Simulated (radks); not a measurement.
Task: The mean radii <r> (bohr) of the occupied orbitals of an atom or ion are listed with their occupations. All-electron calculation, scalar-relativistic Kohn-Sham, PBEsol, spin-polarised, spherical densities, finite nucleus; Fermi nuclear charge, rms radius of each element as measured or else 0.836 A^(1/3) + 0.57 fm. Program: a radial shooting solver on a logarithmic mesh with Libxc functionals.

| orbital | occ. | <r> |
|---|---|---|
| 1s up | 1 | 0.01715 |
| 1s down | 1 | 0.01715 |
| 2s up | 1 | 0.07219 |
| 2s down | 1 | 0.07218 |
| 2p up | 3 | 0.06501 |
| 2p down | 3 | 0.06500 |
| 3s up | 1 | 0.1826 |
| 3s down | 1 | 0.1826 |
| 3p up | 3 | 0.1822 |
| 3p down | 3 | 0.1823 |
| 3d up | 5 | 0.1636 |
| 3d down | 4 | 0.1637 |

Name the element and its charge. Open shells, if any, are filled with parallel spins first.

Result: Z = 78, platinum, charge +51: Pt51+ in [Ar] 3d9. The 1s radius gives Z: for a bare nucleus <r> = (2 gamma + 1)/(2Z) with gamma = sqrt(1 - (Z/c)^2), 0.01695 bohr for Z = 78, and screening makes it slightly larger (0.01715 here). The occupations add up to 27, and the charge is Z minus that.
